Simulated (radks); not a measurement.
Valence configurations of Nb II (all share [Kr]). Calculated with a radial shooting solver on a logarithmic mesh with Libxc functionals: Dirac Kohn-Sham, PBE, spin-unpolarised, spherical densities, point nucleus; open shells fill j = l - 1/2 first. Energies are relative to 4d4; eigenvalues in eV.

| valence | E (eV) | e(4d3/2) | e(5p1/2) | e(5s1/2) |
|---|---|---|---|---|
| 4d4 | 0.000 | -9.331 | - | - |
| 4d2 5s2 | 2.022 | -13.849 | - | -11.639 |
| 4d3 5p1 | 4.336 | -12.426 | -7.191 | - |
| 4d3 5s1 | 0.444 | -11.454 | - | -10.476 |
| 4d3.5 5p0.5 | 1.949 | -10.845 | -6.521 | - |
| 4d2 5s1 5p1 | 6.253 | -14.805 | -7.980 | -12.248 |
| 4d3 5s0.5 5p0.5 | 2.381 | -11.945 | -6.911 | -10.803 |
| 5s2 5p2 | 19.276 | - | -9.998 | -15.043 |
| 4d2.5 5s0.5 5p1 | 5.138 | -13.588 | -7.584 | -11.679 |
| 4d2.5 5s1.5 | 1.079 | -12.623 | - | -11.053 |

NIST lists [Kr] 4d4 as the ground configuration; this level of theory agrees among the configurations tried. The energies are those of spherical spin-averaged densities, not of single terms.
